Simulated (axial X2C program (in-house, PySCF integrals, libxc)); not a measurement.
# Ω levels of TbSH from open-shell CI on f9 s1

Computed with an in-house all-electron X2C program for linear molecules (integrals from PySCF): two-component X2C with atomic mean-field Coulomb and Gaunt terms, basis Tb dyall-v3z, S dyall-av3z, H dyall-v3z (cores contracted in-house). Orbitals come from Hartree–Fock averaged over the configuration Tb f9 s1; CI then distributes these electrons over the f, s shells of Tb.

Tb–S–H held linear, bonds 2.640 and 1.340 Å (the second held) (near the minimum of the configuration average).

Lowest levels of this model:

```
Ω  energy (cm⁻¹)     g∥  μ (D)  configuration
8              0  21.93  -3.23     100% f9 s1
7            166  19.03  -3.22     100% f9 s1
6            295  16.23  -3.22     100% f9 s1
5            402  13.47  -3.22     100% f9 s1
4            495  10.72  -3.22     100% f9 s1
3            574   7.99  -3.21     100% f9 s1
2            638   5.29  -3.21     100% f9 s1
1            680   2.63  -3.21     100% f9 s1
0            694   0.00  -3.21     100% f9 s1
7           1123  18.23  -3.23     100% f9 s1
6           1268  15.56  -3.22     100% f9 s1
5           1386  12.93  -3.22     100% f9 s1
4           1486  10.32  -3.22     100% f9 s1
3           1570   7.72  -3.22     100% f9 s1
2           1635   5.14  -3.21     100% f9 s1
1           1677   2.56  -3.21     100% f9 s1
0           1692   0.00  -3.21     100% f9 s1
7           2912  18.57  -3.22     100% f9 s1
6           3029  15.64  -3.22     100% f9 s1
5           3146  12.82  -3.22     100% f9 s1
4           3251  10.14  -3.22     100% f9 s1
3           3335   7.55  -3.21     100% f9 s1
2           3396   5.00  -3.21     100% f9 s1
1           3433   2.49  -3.21     100% f9 s1
0           3446   0.00  -3.21     100% f9 s1
6           3529  15.30  -3.22     100% f9 s1
5           3639  12.67  -3.22     100% f9 s1
4           3754  10.03  -3.22     100% f9 s1
3           3845   7.47  -3.21     100% f9 s1
2           3906   4.96  -3.21     100% f9 s1
```

g∥ is the magnitude of 2⟨Lz + ge Sz⟩ for the +Ω component. μ is positive if the H end is positive.

**Question.** From Ω and g∥ of the lowest level, whose 2⟨Lz + ge Sz⟩ is positive, find ⟨Sz⟩ and ⟨Lz⟩ (ge = 2.0023).

**Answer.** Ω = ⟨Lz⟩ + ⟨Sz⟩ = 8 and ⟨Lz⟩ + ge⟨Sz⟩ = 10.965, so ⟨Sz⟩ = 2.96 and ⟨Lz⟩ = 5.04.

Occupations of the active spinors in the lowest level by ω, shell by shell in order of energy: -7/2: 0.00; -5/2: 0.92 0.08; -3/2: 0.82 0.18; -1/2: 0.68 0.32 0.00; 1/2: 0.53 0.47 1.00; 3/2: 1.00 1.00; 5/2: 1.00 1.00; 7/2: 1.00. The leading determinant has weight 0.28 among 106.

This point took 4.4 s on 1 thread of Arm Neoverse V1, with other jobs on the host.

There is no dynamic correlation: spin–orbit spacings and, for f shells, spacings inside one term are the most reliable numbers, splittings between terms come out too wide, and energies between configurations are not reliable, so the lowest level need not be the ground state of the molecule. At most 4 roots were kept for each Ω > 0 (twice that for Ω = 0) within 2.2 eV of the lowest, so higher up levels can be missing between those listed; levels with Ω > 0 are doubly degenerate and listed once, Ω = 0 levels singly. The molecule was held linear; bending was not examined. Hydrosulfides and their kin are strongly bent in nature, so this linear model does not describe the real molecule.
